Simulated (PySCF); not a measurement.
# Electronic structure of Re²⁺ (rhenium, charge +2) at the LDA level

Configuration: [Xe] 4f14 5d4 6s1, high-spin 6D determinant (an excited configuration). Calculation: PySCF 2.14, in aug-cc-pVTZ-PP with ECP60MDF (6s6p5d3f2g, 88 functions); a scalar-relativistic core potential.

```
Total energy                                                  : -77.3040 hartree
One-electron energy                                           : -122.6991 hartree
Hartree (Coulomb) energy                                      : 53.0856 hartree
Exchange-correlation energy                                   : -7.6905 hartree
⟨S²⟩                                                          : 8.7503
⟨L²⟩                                                          : 6.004
Sum of ⟨r⟩                                                    : 19.16 bohr
Sum of ⟨r²⟩                                                   : 34.29 bohr²
Traceless quadrupole moment −½Σ⟨3z² − r²⟩ along its main axis : -0.891 e·bohr²
```

| shell | electrons | mean orbital energy (eV) | spread (eV) | rms radius, mean of both spins (bohr) |
| --- | --- | --- | --- | --- |
| 5s α | 1 | -104.78 | 0 | 1.11 |
| 5s β | 1 | -102.30 | 0 | 1.11 |
| 5p α | 3 | -67.342 | 0.658 | 1.29 |
| 5p β | 3 | -64.500 | 1.187 | 1.29 |
| 5d α | 4 | -24.902 | 0.647 | 1.88 |
| 6s α | 1 | -22.383 | 0 | 2.76 |

Energies and moments cover only the electrons outside the core potential. Spin-orbit coupling, absent here, splits the open shell strongly.
